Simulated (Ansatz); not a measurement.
TiCl4, SMILES [Ti]([Cl])([Cl])([Cl])[Cl], multiplicity 1.

Geometry optimised at PBE0-D3(BJ)/def2-SVP. The multiplicity is an assumed one; no other spin state was optimised. The isomer is the one that the SMILES or the coordinates give; other isomers of the formula were not compared.

Two levels are set side by side: PBE/def2-SVPD (Ansatz, a first-principles code) and PBE0/def2-SVPD (Ansatz). Energy differences of separate SCF runs at the same geometry; the states with an electron removed or added have multiplicity 2 and 2. Differences are taken from unrounded values.

```tsv
quantity	PBE0
vertical ionisation energy (eV)	11.62
vertical electron affinity (eV)	2.61
vertical singlet–triplet gap (eV)	3.70
```

What does PBE give, and how far is it from PBE0? (The exact figures need the calculation; the answer reports its results.)


```
quantity                             PBE  PBE minus PBE0
---------------------------------  -----  --------------
vertical ionisation energy (eV)    11.03           -0.59
vertical electron affinity (eV)     1.87           -0.74
vertical singlet–triplet gap (eV)   3.82            0.13
```
